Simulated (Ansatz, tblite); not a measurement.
Adding an electron: tris(4-fluorophenyl)sulfonium (C₁₈H₁₂F₃S⁺). The state is a singlet with charge 1. Geometry: PBE-D4/def2-SVP. Ansatz, gas phase; energy differences of separate SCF runs; the reduced species was run as a doublet alone.

The xTB rows come from tblite.

(1) Estimate orbital energies and vertical electron affinities at: GFN1-xTB; GFN2-xTB; PBE0-D4/def2-SVP; ωB97M-V/def2-SVP.

Answers

(1) 
```tsv
level	−HOMO (eV)	−LUMO (eV)	vertical EA (eV)	HOMO–LUMO gap (eV)
GFN1-xTB	15.79	12.02	10.06	3.77
GFN2-xTB	14.96	11.29	9.35	3.67
PBE0-D4/def2-SVP	10.79	5.04	3.77	5.75
ωB97M-V/def2-SVP	12.78	3.02	3.33	9.76
```

Relaxing the reduced species (PBE-D4/def2-SVP) changes its energy by -0.44 eV at PBE0-D4/def2-SVP, so the adiabatic electron affinity to this nearest minimum is 4.21 eV.  Run but left out: PBE-D4/def2-SVP (neutral doublet: an occupied level 0.05 eV above an empty one).  Raw xTB energy differences between charge states are shifted by several eV; the methods need an empirical correction for them.
